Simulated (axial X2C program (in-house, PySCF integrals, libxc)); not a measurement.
## Curves of FTbF from open-shell CI on f8 s1

Computed with an in-house all-electron X2C program for linear molecules (integrals from PySCF): two-component X2C with atomic mean-field Coulomb and Gaunt terms, basis F dyall-av3z, Tb dyall-v3z (cores contracted in-house). Orbitals come from Hartree–Fock averaged over the configuration Tb f8 s1; CI then distributes these electrons over the f, s shells of Tb.

Scan along the symmetric stretch (R is each bond); masses F 18.998 u, Tb 158.925 u, F 18.998 u. Energies in cm⁻¹ from the lowest point; levels are followed by energy order within each Ω. Lowest level at 2.062 Å: 100% f8 s1.

| R (Å) | (1)Ω=13/2 | (1)Ω=11/2 | (1)Ω=9/2 | (1)Ω=7/2 | (1)Ω=5/2 |
| --- | --- | --- | --- | --- | --- |
| 1.918 | 4533 | 4933 | 5365 | 5832 | 6339 |
| 1.990 | 1013 | 1422 | 1859 | 2327 | 2830 |
| 2.062 | 0 | 412 | 849 | 1314 | 1811 |
| 2.144 | 1009 | 1420 | 1853 | 2312 | 2800 |
| 2.227 | 3634 | 4041 | 4468 | 4918 | 5395 |
| 2.320 | 7804 | 8203 | 8622 | 9062 | 9525 |
| 2.433 | 13874 | 14263 | 14670 | 15097 | 15542 |

**Question.** Fit the curves (1)Ω=13/2, (1)Ω=11/2, (1)Ω=9/2, (1)Ω=7/2, (1)Ω=5/2 near their minima.

**Answer.** From the open-shell CI curves, Te from the lowest:

```json
{"level": "(1)Ω=13/2", "Te (cm⁻¹)": "0", "Re (Å)": "2.062", "ωe (cm⁻¹)": "552.5"}
{"level": "(1)Ω=11/2", "Te (cm⁻¹)": "412", "Re (Å)": "2.062", "ωe (cm⁻¹)": "551.9"}
{"level": "(1)Ω=9/2", "Te (cm⁻¹)": "849", "Re (Å)": "2.062", "ωe (cm⁻¹)": "551.4"}
{"level": "(1)Ω=7/2", "Te (cm⁻¹)": "1314", "Re (Å)": "2.063", "ωe (cm⁻¹)": "550.8"}
{"level": "(1)Ω=5/2", "Te (cm⁻¹)": "1811", "Re (Å)": "2.063", "ωe (cm⁻¹)": "550.1"}
```

Without dynamic correlation distances can be off by several hundredths of an Å (long for ionic bonds, short for multiple bonds) and the wavenumbers are rough.

The 5 lowest curves are shown; the next is (1)Ω=3/2, from 2346 cm⁻¹.

Dynamic correlation is missing, so gaps between terms are too wide and other configurations may lie lower; the lowest level listed is that of this model, not necessarily the ground state. At most 4 roots were kept for each Ω > 0 (twice that for Ω = 0) within 2.2 eV of the lowest, so higher up levels can be missing between those listed; levels with Ω > 0 are doubly degenerate and listed once, Ω = 0 levels singly. The molecule was held linear; bending was not examined.
